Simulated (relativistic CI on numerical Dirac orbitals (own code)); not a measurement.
How well does a small relativistic CI reproduce Cl I?

Computed by Dirac-Coulomb-Breit CI, orbitals from a KLI potential per configuration, model QED (radiative potential, 1s self-energy scaled to tabulated hydrogen-like ionisation energies), valence Slater integrals scaled by 0.85, P86 correlation estimate, and configurations built on the next ion tied to the tabulated ionisation energy (semi-empirical) (own radial code, finite nucleus).

Configuration list (outside the closed core [Ne]): 3s²3p⁵, 3s²3p⁴4s, 3s²3p⁴4p, 3s3p⁶, 3s²3p⁴3d, 3s²3p⁴4d, 3s²3p⁴5s, 3s²3p⁴4f, 3s²3p³3d², 3s²3p⁴5p, 3s²3p⁴5d, 3s²3p⁴5f, 3s²3p⁴5g, 3s²3p³4s², 3s3p⁵3d. Levels of other configurations are missing.

```csv
Configuration,Term (tabulated),J,Measured (cm⁻¹),Computed,Error,Purity (%)
3s²3p⁵,2P°,3/2,0.0,0,0,99
3s²3p⁵,2P°,1/2,882.4,885,3,99
3s²3p⁴4s,4P,5/2,71958.4,72169,211,100
3s²3p⁴4s,4P,3/2,72488.6,72711,223,97
3s²3p⁴4s,4P,1/2,72827.0,73059,232,99
3s²3p⁴4s,2P,3/2,74225.8,74477,251,97
3s²3p⁴4s,2P,1/2,74865.7,75130,265,99
3s²3p⁴4p,4P°,5/2,82918.9,82365,-554,94
3s²3p⁴4p,4P°,3/2,83130.9,82578,-553,92
3s²3p⁴4p,4P°,1/2,83364.9,82824,-541,96
3s²3p⁴4p,4D°,7/2,83894.0,83148,-746,100
3s²3p⁴4s,2D,5/2,84120.3,84953,832,99
3s²3p⁴4s,2D,3/2,84121.9,84958,836,99
3s²3p⁴4p,4D°,5/2,84132.3,83393,-739,57
3s²3p⁴4p,4D°,3/2,84485.3,83757,-728,77
3s²3p⁴4p,2D°,5/2,84648.1,83913,-735,58
3s²3p⁴4p,4D°,1/2,84688.6,83967,-721,96
3s²3p⁴4p,2D°,3/2,84988.5,84265,-724,66
3s²3p⁴4p,2P° †,1/2,85244.3,85231,-13,59
3s²3p⁴4p,2P° †,3/2,85442.4,84939,-503,55
3s²3p⁴4p,4S°,3/2,85735.1,84678,-1057,62
```

Measured levels from NIST Handbook of Basic Atomic Spectroscopic Data (Sansonetti and Martin, J. Phys. Chem. Ref. Data 34, 1559 (2005)); pairs were made by configuration, J and term (by order where the table uses no LS term), so strongly mixed levels may be paired wrongly.

Mean error by configuration (cm⁻¹): 3s²3p⁵ 3; 3s²3p⁴4s 407; 3s²3p⁴4p -710. Over the excited levels the mean absolute error is 553 cm⁻¹ (20 of the 21 excited levels that our extract of the source holds in range could be paired, and the others can miss by more), and the median relative error of those above 1,000 cm⁻¹ is 0.85 %. † marks terms whose computed intervals miss the measured ones by more than a factor of 2.5, or configurations far off the rest, from wrong mixing, a near crossing or a doubtful label or measurement; they are left out of the means.

Transition probabilities of persistent lines. The last column rescales the computed rate by the cube of measured over computed energy:

```csv
λ measured (Å),Lower,Upper,A tabulated (s⁻¹),A computed,A rescaled
1335.73 vacuum,3s²3p⁵ ²P°3/2,3s²3p⁴4s ²P1/2,2.24e+08,2.55e+08,2.52e+08
1347.24 vacuum,3s²3p⁵ ²P°3/2,3s²3p⁴4s ²P3/2,5.62e+08,6.07e+08,6.01e+08
1351.66 vacuum,3s²3p⁵ ²P°1/2,3s²3p⁴4s ²P1/2,4.24e+08,4.73e+08,4.68e+08
1363.45 vacuum,3s²3p⁵ ²P°1/2,3s²3p⁴4s ²P3/2,9.90e+07,1.06e+08,1.05e+08
1379.53 vacuum,3s²3p⁵ ²P°3/2,3s²3p⁴4s ⁴P3/2,9.60e+06,1.38e+07,1.37e+07
1389.69 vacuum,3s²3p⁵ ²P°3/2,3s²3p⁴4s ⁴P5/2,3.00e+05,3.46e+05,3.43e+05
1389.96 vacuum,3s²3p⁵ ²P°1/2,3s²3p⁴4s ⁴P1/2,2.30e+06,3.10e+06,3.07e+06
1396.53 vacuum,3s²3p⁵ ²P°1/2,3s²3p⁴4s ⁴P3/2,1.10e+06,1.67e+06,1.65e+06
7547.07 air,3s²3p⁴4s ⁴P3/2,3s²3p⁴4p ⁴S°3/2,1.20e+07,9.34e+06,1.27e+07
7744.97 air,3s²3p⁴4s ⁴P1/2,3s²3p⁴4p ⁴S°3/2,6.30e+06,6.32e+06,8.67e+06
```
